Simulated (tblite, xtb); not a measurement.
C₅H₁₃O₃Si (SMILES C=C[Si](OC)(OC)[OH+]C), charge +1, singlet, geometry from GFN2-xTB. Base run: GFN1-xTB (xtb 6.7.1).

The xtb input:
```
$ xtb mol.xyz --gfn 1 --chrg 1 --json

# file mol.xyz
22

C     -0.91641656    -2.31931406    -1.42596907
C     -0.44487032    -1.08248142    -1.54083620
Si    -0.14187058     0.10461714    -0.13032044
O     -0.33569001     1.67625302    -0.34617717
C     -1.43253891     2.52160283    -0.64256663
O     -0.46215718    -0.62438055     1.23946622
C     -0.76285267    -0.33612068     2.59581626
O      1.69171766     0.34802319    -0.03671418
C      2.61661455    -0.73870961     0.01127747
H     -1.15913827    -2.74779489    -0.46854943
H     -1.07673129    -2.94567544    -2.28802493
H     -0.23315791    -0.70945139    -2.53698669
H     -1.07543930     3.54769264    -0.57087791
H     -2.24408831     2.36393058     0.06604461
H     -1.79348234     2.32616212    -1.65136974
H      0.15073766    -0.40440129     3.18617184
H     -1.19016977     0.65943058     2.70052197
H     -1.47717413    -1.08314146     2.93924547
H      2.05388694     1.11726467    -0.49927576
H      2.15128333    -1.52587334     0.59828828
H      2.83322131    -1.11646387    -0.98769197
H      3.53585994    -0.41534689     0.49806016
```

Programs used: tblite, xtb; a row that names a program was run with it.

The base run was repeated with changes; each row names its change, and settings that it needs were set with it.

| change | ΔE vs base (kcal/mol) | HOMO-LUMO gap (eV) | SCF cycles |
|---|---|---|---|
| base | 0.000 | 4.92 | 11 |
| program = tblite; method = gfn1; option = (--etemp, 2000) | 0.000 | - | - |
| acc = 1000 | 0.001 | 4.92 | 7 |
| program = tblite; method = gfn1; option = --spin-polarized | 0.000 | - | - |
| program = tblite; method = gfn1; option = (--alpb, water) | … | - | - |
| acc = 0.0001 | 0.000 | 4.92 | 17 |
| alpb = benzene | … | 4.92 | 11 |
| program = tblite; method = gfn1; option = (--guess, eeq) | 0.000 | - | - |
| acc = 0.1 | 0.000 | 4.92 | 12 |

**Question.** Some entries are withheld; supply them.

**Answer.** 
- program = tblite; method = gfn1; option = (--alpb, water), ΔE vs base (kcal/mol): -41.63
- alpb = benzene, ΔE vs base (kcal/mol): -40.73

ALPB and GBSA are two models with their own fitted parameters for each solvent, which aren't always the measured dielectric constant.
